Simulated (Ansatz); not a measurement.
Reaction (hydrogenolysis of the Si–P bond): `CCO[SiH2]P` + H₂ → `CCO[SiH3]` + PH₃

Gas-phase electronic energies from Ansatz, PBE0-D4/def2-TZVP geometries. CBS: MP2 limit from def2 TZ/QZ plus the TZ coupled-cluster correction, frozen cores. This one scheme is used for every species. Functionals use def2-TZVPP. Each species was taken in one conformer, which may not be the lowest.

| level | ΔE (kJ/mol) |
| --- | --- |
| ωB97X-V | -0.3 |
| PBE | 6.5 |
| MP2/def2-QZVPP | 6.7 |
| SCS-MP2/def2-QZVPP | -2.3 |

(1) What does CCSD(T)/CBS give? (Best estimate.)

Largest T1 diagnostic among the species: 0.013.

Results:

(1) Ansatz gave: +3.2 kJ/mol. The listed levels differ from it by -3.5, 3.3, 3.5, -5.5 kJ/mol.

From PBE to PBE0 (25 % exact exchange), in def2-TZVPP and without D4, ΔE moves by −4.3 kJ/mol. In def2-TZVPP, CCSD(T) changes the Hartree–Fock value by +26.9 kJ/mol (the triples alone add +5.8 kJ/mol) and MP2 by +32.6 kJ/mol. The D4 term adds +10.4 kJ/mol with B3LYP and +5.8 kJ/mol with PBE0; it sums over pairs of atoms, weighted by their polarisabilities, and B3LYP, whose exchange is more repulsive, gets the larger term.

B3LYP here is the variant with VWN-RPA as its local correlation; programs differ in this.
